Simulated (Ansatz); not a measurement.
Reaction (cleavage of the Ga–Si bond): `B/C=C\O[SiH2][GaH2]` + HBr → `[GaH2][Br]` + `B/C=C/O[SiH3]`

Calculated with Ansatz (gas phase, PBE0-D4/def2-TZVP geometries, no zero-point term in ΔE). CCSD(T)/CBS adds triple-zeta CCSD(T) − MP2 to the extrapolated MP2 energy (def2 sets, frozen cores). Double bonds are as drawn, so ΔE can hold a change between cis and trans. Functionals use def2-TZVPP. B3LYP here is the variant with VWN-RPA as its local correlation; programs differ in this. For Br, Ga outer-core shells are correlated without core-valence functions, which leaves a few kJ/mol of doubt a bond. Scalar relativity is left out up to krypton. Each species was taken in one conformer, which may not be the lowest.

`B/C=C\O[SiH2][GaH2]`:

Z-matrix (Å, degrees):
```
Si
O 1 1.675
Ga 1 2.424 2 114.3
H 1 1.491 2 108.1 3 123.2
H 1 1.485 2 104.4 3 -122.2
C 2 1.331 1 127.2 3 -32.0
H 3 1.571 1 118.1 2 -173.9
H 3 1.571 1 123.0 2 6.2
C 6 1.348 2 124.2 1 -170.8
H 6 1.094 2 114.7 1 9.9
B 9 1.520 6 124.7 2 1.1
H 9 1.087 6 113.7 2 -178.9
H 11 1.196 9 120.9 6 0.3
H 11 1.198 9 120.1 6 -179.8
```

HBr:

Cartesian coordinates in Å:
```
Br 0.629 0.329 0.031
H -0.629 -0.329 -0.031
```

`[GaH2][Br]`:

Cartesian coordinates in Å:
```
Ga -0.057 0.230 -0.036
Br 0.488 -1.972 0.307
H 0.528 0.869 -1.329
H -0.959 0.873 1.058
```

`B/C=C/O[SiH3]`:

Cartesian coordinates in Å:
```
B -1.487 -1.055 -1.931
C -0.283 -1.128 -1.017
C -0.079 -0.122 -0.148
O 0.947 -0.077 0.705
Si 1.232 1.154 1.796
H -1.731 -1.914 -2.728
H -2.220 -0.107 -1.853
H 0.436 -1.943 -1.012
H -0.771 0.722 -0.112
H 1.401 2.436 1.067
H 0.085 1.264 2.732
H 2.469 0.769 2.503
```

(1) Is it downhill or uphill in electronic energy at CCSD(T)/CBS, and by how much? (Best estimate.)

(2) What do these levels give: PBE-D4, PBE0-D4, B3LYP-D4, ωB97X-V, ωB97M-V, r2SCAN, HF/def2-TZVPP, MP2/def2-TZVPP, SCS-MP2/def2-TZVPP, CCSD/def2-TZVPP, CCSD(T)/def2-TZVPP, CCSD/CBS(def2)? (Best estimate.)

Largest T1 diagnostic among the species: 0.014.

## Answers

(1) Ansatz gave: Downhill: ΔE = -146.6 kJ/mol.

(2) Ansatz gave: PBE-D4 -130.8, PBE0-D4 -139.2, B3LYP-D4 -143.1, ωB97X-V -147.4, ωB97M-V -148.2, r2SCAN -148.1, HF/def2-TZVPP -178.3, MP2/def2-TZVPP -155.8, SCS-MP2/def2-TZVPP -156.9, CCSD/def2-TZVPP -149.2, CCSD(T)/def2-TZVPP -146.6, CCSD/CBS(def2) -149.2 kJ/mol.

From PBE to PBE0 (25 % exact exchange), in def2-TZVPP and without D4, ΔE moves by −8.0 kJ/mol. The D4 term adds +7.3 kJ/mol with B3LYP and +4.4 kJ/mol with PBE0; it sums over pairs of atoms, weighted by their polarisabilities, and B3LYP, whose exchange is more repulsive, gets the larger term.
